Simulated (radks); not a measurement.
Task: Nd18+, 42 electrons, occupied as [Kr] 4d6. Method: scalar-relativistic Kohn-Sham, PBE, spin-unpolarised, spherical densities, point nucleus; computed with a radial shooting solver on a logarithmic mesh with Libxc functionals. Some entries of the table are withheld. Estimate them.

orbital,occ.,eigenvalue (hartree),r(max) (bohr)
1s,2,-1611.523,0.01510
2s,2,-274.4341,0.08548
2p,6,-247.0708,0.06892
3s,2,-72.08284,(1)
3p,6,-63.45153,(2)
3d,10,-51.53947,0.1955
4s,2,-25.98573,0.5527
4p,6,-23.00244,0.5719
4d,6,(3),0.5848
5s,0,(4),1.089
5p,0,(5),1.148

Result: 
(1) 3s r(max) (bohr): 0.2434
(2) 3p r(max) (bohr): 0.2383
(3) 4d eigenvalue (hartree): -18.75740
(4) 5s eigenvalue (hartree): -12.86182
(5) 5p eigenvalue (hartree): -11.68897
